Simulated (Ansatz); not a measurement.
Basis-set extrapolation for ClFH$_{3}$OSi$_{2}$ (`F[Si](Cl)O[SiH3]`) radical (PBE0-D4/def2-TZVP geometry, frozen core, Ansatz 0.2.0). Multiplicity 2, UHF reference.

|  | def2-TZVPP | def2-QZVPP |
| --- | --- | --- |
| HF | -1213.715141 | -1213.755980 |
| MP2 correlation | -0.882597 | -0.963651 |
| CCSD(T) correlation | -0.955020 | not run |

Energies in hartree. Use E(X) = E(∞) + A·exp(−7.88·√X) for Hartree–Fock and E(X) = E(∞) + B·X^(−2.97) for correlation, with X = 3 and 4, and add CCSD(T) minus MP2 of the smaller set to the MP2 limit.

What is the CCSD(T) energy at the basis-set limit?

HF limit: -1213.755980 + (-0.040839) × 0.13774 = -1213.76161. MP2 limit: -0.963651 + (-0.081054) × 0.74074 = -1.02369. Higher-order term: -0.955020 − (-0.882597) = -0.07242. Total: -1214.85772 hartree, 117.7 kcal/mol below CCSD(T)/def2-TZVPP.
